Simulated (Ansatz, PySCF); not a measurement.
System: sum formula BNH6, charge 1, multiplicity 2. 
Geometry from a B3LYP-D3(BJ)/def2-TZVP (Ansatz, a first-principles code) optimisation:
```xyz
8

B     -0.8071     0.2336    -0.0426
N      0.7079    -0.1119     0.0126
H     -1.5421    -0.7485    -0.3738
H     -1.1305     1.3253    -0.3255
H     -1.5145    -0.4451     0.7657
H      0.9228    -1.0794     0.2650
H      1.1913     0.4918     0.6866
H      1.1531     0.0711    -0.8932
```
Charge +1, spin multiplicity 2.

Total electronic energies in hartree. Correlated levels leave the core frozen unless marked. UHF or UKS for open shells. Spin-orbit coupling is left out. No relativistic terms. Basis-set limits of correlation are two-point, X^-3; Hartree-Fock from the larger set. The bracket is a focal-point correction in the basis named.

| level | program | energy (Eh) |
|---|---|---|
| HF/cc-pVDZ | Ansatz | -82.31707 |
| HF/def2-SVP | Ansatz | -82.25213 |
| HF/def2-QZVPP | Ansatz | -82.35160 |
| HF-D4/def2-TZVPD | PySCF + dftd4 | -82.35280 |
| SVWN5/def2-TZVPD | Ansatz | -82.11852 |
| revPBE/def2-TZVPD | Ansatz | -82.88644 |
| M06-L-D4/def2-TZVPD | PySCF + dftd4 | -82.89523 |
| r2SCAN/def2-TZVPD | Ansatz | -82.85711 |
| PBE0-D3(BJ)/def2-TZVP | Ansatz + dftd3 | -82.80602 |
| PBE0/def2-QZVPP | Ansatz | -82.81151 |
| wB97M-V/def2-TZVPD | Ansatz | -82.84627 |
| B2GP-PLYP-D3(BJ)/def2-TZVPD | Ansatz + dftd3 | -82.80639 |
| RPA@PBE/cc-pVQZ | Ansatz | -82.97607 |
| MP2/cc-pVTZ | Ansatz | -82.68188 |
| MP2/cc-pwCVTZ | Ansatz | -82.68684 |
| RI-MP2/aug-cc-pVQZ | Ansatz | -82.71121 |
| RI-MP2/CBS(aug-cc-pVTZ,aug-cc-pVQZ) | Ansatz | -82.7252 |
| SCS-MP2/6-31G | Ansatz | -82.44123 |
| SCS-MP2/def2-SVP | Ansatz | -82.53276 |
| CCSD/aug-cc-pVDZ | Ansatz | -82.63870 |
| CCSD(T)/cc-pVDZ | PySCF | -82.63231 |
| CCSD(T)/cc-pVTZ | Ansatz | -82.72279 |
| RI-MP2/CBS(def2-TZVPPD,def2-QZVPPD)+[CCSD(T)-MP2]/def2-TZVPPD | Ansatz | -82.7661 |

Totals of different functionals don't rank their quality; only differences between species are comparable.
